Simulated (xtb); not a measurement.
C₃H₁₀NSi, doublet, from a rough starting geometry; GFN2-xTB in xtb.

Here is a job for xtb.
```
$ xtb mol.xyz --gfn 2 --uhf 1 --opt vtight --json

# file mol.xyz
15

C     -0.79592175     1.27985838     0.06377477
C     -0.33408826    -0.17554676     0.59603636
C     -1.58848812    -1.10209912     0.49862187
N      0.73514931    -0.63920736    -0.06237964
Si     2.14091760    -0.13849436    -0.70641110
H     -1.65984723     1.67463016     0.60036441
H     -1.09336921     1.24713945    -1.01665507
H      0.07466602     1.94009193     0.20003193
H     -0.08934538     0.02364009     1.62200763
H     -1.23003076    -2.03950712     0.81716668
H     -2.27212583    -0.78771188     1.11017555
H     -1.91048692    -1.18742297    -0.57568169
H      3.13202196    -1.12399473    -0.33944363
H      2.00155579    -0.09324744    -2.20781818
H      2.66616579     1.28306897    -0.31752504
```

The log (banner, timings and long lists left out):

```
   ID    Z sym.   atoms
    1    6 C      1-3
    2    7 N      4
    3   14 Si     5
    4    1 H      6-15

           -------------------------------------------------
          |                Calculation Setup                |
           -------------------------------------------------

           -------------------------------------------------
          |                 G F N 2 - x T B                 |
           -------------------------------------------------

          ...................................................
          :                      SETUP                      :
          :.................................................:
          :  # basis functions                  36          :
          :  # atomic orbitals                  35          :
          :  # shells                           21          :
          :  # electrons                        31          :
          :  max. iterations                   250          :
          :  Hamiltonian                  GFN2-xTB          :
          :  restarted?                      false          :
          :  GBSA solvation                  false          :
          :  PC potential                    false          :
          :  electronic temp.          300.0000000     K    :
          :  accuracy                    1.0000000          :
          :  -> integral cutoff          0.2500000E+02      :
          :  -> integral neglect         0.1000000E-07      :
          :  -> SCF convergence          0.1000000E-05 Eh   :
          :  -> wf. convergence          0.1000000E-03 e    :
          :  Broyden damping             0.4000000          :
          :  net charge                          0          :
          :  unpaired electrons                  1          :
          ...................................................

 iter      E             dE          RMSdq      gap      omega  full diag
   1    -16.2740094 -0.162740E+02  0.429E+00    5.35       0.0  T
   2    -16.3394964 -0.654870E-01  0.248E+00    5.87       1.0  T
   3    -16.3415176 -0.202123E-02  0.125E+00    5.78       1.0  T
   4    -16.3411503  0.367278E-03  0.716E-01    5.95       1.0  T
   5    -16.3420708 -0.920451E-03  0.282E-01    5.85       1.0  T
   6    -16.3420316  0.391450E-04  0.197E-01    5.86       1.0  T
   7    -16.3421477 -0.116073E-03  0.766E-02    5.87       1.0  T
   8    -16.3421707 -0.229580E-04  0.325E-02    5.84       1.0  T
   9    -16.3421743 -0.368495E-05  0.152E-02    5.85       1.7  T
  10    -16.3421751 -0.716097E-06  0.663E-03    5.85       3.9  T
  11    -16.3421752 -0.146028E-06  0.258E-03    5.85      10.0  T
  12    -16.3421752 -0.243774E-08  0.130E-03    5.85      19.8  T
  13    -16.3421752 -0.505739E-08  0.429E-04    5.85      60.3  T
  14    -16.3421752  0.583000E-11  0.388E-04    5.85      66.5  T

   *** convergence criteria satisfied after 14 iterations ***

         :::::::::::::::::::::::::::::::::::::::::::::::::::::
         ::                     SUMMARY                     ::
         :::::::::::::::::::::::::::::::::::::::::::::::::::::
         :: total energy             -16.101369256323 Eh    ::
         :: gradient norm              0.188414539826 Eh/a0 ::
         :: HOMO-LUMO gap              5.846047158257 eV    ::
         ::.................................................::
         :: SCC energy               -16.342154888968 Eh    ::
         :: -> isotropic ES            0.020600714787 Eh    ::
         :: -> anisotropic ES          0.007161503160 Eh    ::
         :: -> anisotropic XC          0.011593541716 Eh    ::
         :: -> dispersion             -0.008935276267 Eh    ::
         :: repulsion energy           0.240785632645 Eh    ::
         :: add. restraining           0.000000000000 Eh    ::
         :: total charge               0.000000000000 e     ::
         :::::::::::::::::::::::::::::::::::::::::::::::::::::

      -----------------------------------------------------------
[...]
 * total energy  :   -16.1266748 Eh     change       -0.7031506E-06 Eh
 * total energy  :   -16.1266756 Eh     change       -0.7992357E-06 Eh
 * total energy  :   -16.1266763 Eh     change       -0.7109089E-06 Eh
 * total energy  :   -16.1266769 Eh     change       -0.5813888E-06 Eh
 * total energy  :   -16.1266774 Eh     change       -0.4831582E-06 Eh
 * total energy  :   -16.1266778 Eh     change       -0.4401474E-06 Eh
 * total energy  :   -16.1266783 Eh     change       -0.4215350E-06 Eh
 * total energy  :   -16.1266786 Eh     change       -0.3698853E-06 Eh
 * total energy  :   -16.1266789 Eh     change       -0.2587467E-06 Eh
 * total energy  :   -16.1266790 Eh     change       -0.1559695E-06 Eh
 * total energy  :   -16.1266791 Eh     change       -0.1031466E-06 Eh
 * total energy  :   -16.1266792 Eh     change       -0.9042325E-07 Eh
   *** GEOMETRY OPTIMIZATION CONVERGED AFTER 56 ITERATIONS ***
         :: total energy             -16.126679231254 Eh    ::
[...]
        24                          0.1324646               3.6045
        25                          0.1566237               4.2619
        26                          0.1679073               4.5690
        27                          0.1961980               5.3388
       ...                                ...                  ...
        35                          0.7524687              20.4757
      -------------------------------------------------------------
                  HL-Gap            0.2088485 Eh            5.6831 eV
             Fermi-level           -0.3058240 Eh           -8.3219 eV

     #   Z          covCN         q      C6AA      α(0)
     1   6 C        3.753    -0.117    22.789     6.807
     2   6 C        3.795     0.075    19.344     6.263
     3   6 C        3.757    -0.107    22.602     6.778
     4   7 N        1.739    -0.311    28.845     7.948
     5  14 Si       3.586     0.438    99.860    19.206
     6   1 H        0.925     0.040     2.445     2.445
     7   1 H        0.925     0.042     2.427     2.436
     8   1 H        0.925     0.038     2.482     2.464
     9   1 H        0.922     0.066     2.131     2.283
    10   1 H        0.925     0.055     2.253     2.347
    11   1 H        0.925     0.043     2.408     2.427
    12   1 H        0.925     0.048     2.341     2.393
    13   1 H        0.917    -0.101     5.600     3.701
    14   1 H        0.916    -0.092     5.283     3.595
    15   1 H        0.916    -0.117     6.207     3.897

 Mol. C6AA /au·bohr⁶  :       2197.183892
 Mol. C8AA /au·bohr⁸  :      59868.146895
 Mol. α(0) /au        :         74.990411

Wiberg/Mayer (AO) data.
largest (>0.10) Wiberg bond orders for each atom

 ---------------------------------------------------------------------------
     #   Z sym  total        # sym  WBO       # sym  WBO       # sym  WBO
 ---------------------------------------------------------------------------
     1   6 C    3.982 --     8 H    0.987     7 H    0.985     6 H    0.985
                             2 C    0.983
     2   6 C    3.978 --     4 N    1.153     1 C    0.983     3 C    0.947
                             9 H    0.889
     3   6 C    3.978 --    10 H    0.986    12 H    0.985    11 H    0.985
                             2 C    0.947
     4   7 N    2.759 --     5 Si   1.314     2 C    1.153
     5  14 Si   3.915 --     4 N    1.314    15 H    0.882    13 H    0.851
                            14 H    0.836
     6   1 H    0.997 --     1 C    0.985
     7   1 H    0.998 --     1 C    0.985
     8   1 H    0.998 --     1 C    0.987
     9   1 H    0.978 --     2 C    0.889
    10   1 H    0.997 --     3 C    0.986
    11   1 H    0.997 --     3 C    0.985
    12   1 H    0.997 --     3 C    0.985
    13   1 H    0.979 --     5 Si   0.851
    14   1 H    0.976 --     5 Si   0.836
    15   1 H    0.976 --     5 Si   0.882
 ---------------------------------------------------------------------------

Topologies differ in total number of bonds
Writing topology from bond orders to xtbtopo.mol

molecular dipole:
                 x           y           z       tot (Debye)
 q only:       -0.489       0.141       0.164
   full:       -0.506       0.372       0.153       1.642
molecular quadrupole (traceless):
                xx          xy          yy          xz          yz          zz
 q only:        0.131       0.916      -0.616      -0.708       0.121       0.484
  q+dip:       -0.241       1.538      -1.425      -0.833      -0.104       1.666
   full:        0.393       1.034      -1.843      -0.909       0.448       1.450

optimized geometry written to: xtbopt.xyz

           -------------------------------------------------
          | TOTAL ENERGY              -16.126679231254 Eh   |
          | GRADIENT NORM               0.000036153891 Eh/α |
          | HOMO-LUMO GAP               5.683056940377 eV   |
           -------------------------------------------------

normal termination of xtb
```
